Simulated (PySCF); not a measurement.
**TeS₃⁻, doublet: data card**

Computed with PySCF, UPBE0, basis Te def2-SVPD with ECP28, S def2-SVPD (scalar-relativistic core potentials, no spin–orbit coupling, density fitting).

The structure is a minimum.

```xyz
4
charge -1 multiplicity 2, angstrom
Te    0.0000   -0.2651    0.0000
S    -0.0008    0.3590    2.2292
S     1.9310    0.3590   -1.1139
S    -1.9302    0.3590   -1.1153
```

```json
{"Point group": "C3v", "Bond lengths": "Te–S 2.315 Å (×3)", "Bond angles": "S–Te–S 113.0° (×3)", "Zero-point energy": "9.4 kJ/mol", "Rotational symmetry number": "3", "Entropy at 298.15 K and 1 bar (electronic part: spin only)": "342.0 J/(mol K)", "Dipole moment about the centre of mass": "2.07 D", "Lowest empty level (β)": "-0.37 eV", "Principal polarisabilities": "90.1, 174.2, 174.2 bohr³", "Enthalpy at 298.15 K above 0 K": "17.72 kJ/mol", "Spin squared ⟨S²⟩": "0.763", "Rotational constants": "0.06488, 0.06488, 0.03537 cm⁻¹", "Heat capacity Cp at 298.15 K": "76.2 J/(mol K)", "Highest occupied level (α)": "-2.51 eV", "Principal quadrupole moments (Buckingham, traceless) about the centre of mass": "-7.75, -7.75, 15.51 D Å"}
```

Harmonic modes (masses in u: Te 129.906, S 31.972):
| symmetry | ω (cm⁻¹) | IR (km/mol, summed over degenerate members) | type |
| --- | --- | --- | --- |
| e | 134 | 4.9 | bend |
| a1 | 142 | 7.0 | bend |
| a1 | 381 | 1.2 | stretch |
| e | 388 | 124 | stretch |

In C3v the vibrations span 2e + 2a1.

Charges (e); Mulliken and Löwdin values are unreliable with diffuse functions:
```
  atom  Mulliken  Löwdin  polar tensor  spin (Mulliken)  Mayer order to Te1
   Te1      1.30    0.28          0.81             0.15                   –
S2,3,4     -0.77   -0.43         -0.60             0.28                1.25
```

Mulliken populations on Te1 (electrons outside its core potential): s 3.41, p 8.94, d 10.35.

Outer orbital energies (eV). α occupied: -6.58, -5.80, -3.57, -3.57, -3.14, -3.14, -2.69, -2.51; empty: 1.74, 3.02, 3.02, 3.61. β occupied: -6.29, -6.29, -5.43, -3.25, -3.25, -2.79, -2.79, -2.58; empty: -0.37, 1.85, 3.22, 3.22.

This need not be the most stable arrangement of these atoms. With an element this heavy the missing spin–orbit coupling can shift these numbers.

The final relaxation and frequency run took roughly 120 core-seconds on a shared host.
